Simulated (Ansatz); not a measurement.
The Al1–H2 bond of CH6AlN (SMILES [CH3][AlH][NH2]) is stretched (multiplicity 1, the rest rigid).
Geometry at rest (charge 0, multiplicity 1):
```
atom    x (Å)    y (Å)    z (Å)
----  -------  -------  -------
Al    -0.2745  -0.2812  -0.3303
H     -1.1231  -1.1223  -1.3657
C      0.1400   1.6144  -0.5556
H      0.6936   1.7892  -1.4830
H      0.7370   2.0150   0.2668
H     -0.7739   2.2122  -0.6237
N      0.3128  -1.1502   1.1003
H      0.8635  -0.7469   1.8423
H      0.1416  -2.1260   1.2883
```

Frozen-core correlation.

Run with Ansatz (Gaussian orbitals). 

Energies above the point at 1.581 Å (the B3LYP-D3(BJ) bond length), FIC-MRCISD+Q on CASSCF(2,2)/cc-pV(D+d)Z (kcal/mol): 5.05 at 1.423 Å; 2.99 at 1.739 Å; 86.45 at 5.059 Å.

**Question.** Take the last value as the depth D of a Morse curve D(1 − e^(−a(R − R₀)))², fit a and R₀ to the two near points, and test it at 2.134 and 2.767 Å.

**Answer.** 
With D = 86.5, both near points (counted from the curve's value at 1.581 Å) are met by a = 1.34 Å⁻¹ and R₀ = 1.585 Å, so k = 2Da² = 309 kcal/(mol Å²). The curve then gives 23.4 and 54.5 kcal/mol; the level itself gives 24.2 and 58.8, so Morse is off by -0.8 and -4.4.

Ansatz is a first-principles code.
